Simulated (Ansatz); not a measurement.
Ideal-gas functions of B$_{2}$Cl$_{2}$H$_{4}$ (`[BH2-]1[Cl+][BH2-][Cl+]1`) at 500 K and 1 bar, from an Ansatz frequency run at PBE0-D4/def2-TZVP.

Molar mass 96.56 g/mol, point group C2v (symmetry number 2), electronic degeneracy 1, moments of inertia 55.715, 152.764, 194.903 u Å². Harmonic wavenumbers (cm⁻¹, unscaled): 100, 284, 392, 512, 534, 578, 756, 784, 834, 846, 1001, 1089, 1154, 1166, 2612, 2617, 2727, 2729.

Use S(trans) = R[1.5 ln M + 2.5 ln T − 1.1517]; rotational temperatures θ = 24.2544 K / I; S(rot) = R[ln(√π/σ · √(T³/θAθBθC)) + 1.5]; for each mode x = 1.438777 ν̃/T, S = R[x/(eˣ − 1) − ln(1 − e⁻ˣ)] and H = RT x/(eˣ − 1); 1 cm⁻¹ = 0.0119627 kJ/mol; R = 8.31446 J/(mol·K).

Problem. By hand: the entropy, in J/(mol·K).

Solution. Translation 176.6. Rotation: θ = 0.4353, 0.1588, 0.1244 K, giving 108.7. Vibration, mode by mode: 18.70, 10.22, 7.74, 5.81, 5.52, 4.98, 3.32, 3.12, 2.78, 2.71, 1.90, 1.56, 1.34, 1.30, 0.04, 0.04, 0.03, 0.03, in all 71.1. Electronic 0.0. Sum 356.4 J/(mol·K).

Problem. By hand: H − E and G − E in kJ/mol, counted from the electronic energy.

Solution. Zero-point energy ½ × 20715 × 0.0119627 = 123.9; thermal vibration 20.3; translation, rotation and pV give 4 RT = 16.6. H − E = 160.8 kJ/mol, and G − E = 160.8 − 500 × 356.4/1000 = -17.4 kJ/mol.

Vibration gives 20 % of the entropy, 18.7 J/(mol·K) of it from the mode under 150 cm⁻¹: soft modes count most, and the harmonic formula is weakest for them.
